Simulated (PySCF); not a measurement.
CH6AlNO. Atoms are numbered in the order given.

```xyz
10

Al     0.0248    -0.0365     0.0000
C     -0.3178     1.8803     0.0000
H      0.1369     2.3569     0.8851
H      0.1369     2.3569    -0.8851
H     -1.3920     2.1263     0.0000
O      1.6573    -0.5479     0.0000
H      1.9903    -1.4483     0.0000
N     -1.2950    -1.2280     0.0000
H     -1.2002    -2.2390     0.0000
H     -2.2805    -0.9813     0.0000
```

The structure is a stationary point at B3LYP-D3(BJ)/def2-SVP. The values are those of a single conformer.

All values below come from B3LYP/pcSseg-1 run with PySCF.

GIAO shieldings, no solvent; atoms listed in one row are averaged. δ = σ(ref) − σ: ¹³C against TMS (σ = 181.3 ppm); ¹H against TMS (σ = 31.68 ppm); ¹⁷O against H2O (σ = 333.8 ppm); ¹⁵N against NH3 (σ = 265.5 ppm), references at their B3LYP-D3(BJ)/def2-TZVP geometries, non-relativistic.

**Question.** Estimate the chemical shifts. (An estimate is asked for; the answer gives what the named calculation found.)

**Answer.** 
```tsv
nucleus	atoms	count	δ (ppm)
¹³C	C2	1	-17.7
¹H	H7	1	1.67
¹H	H10	1	0.74
¹H	H9	1	0.57
¹H	H3, H4, H5	3	-0.20
¹⁷O	O6	1	26.1
¹⁵N	N8	1	25.7
```
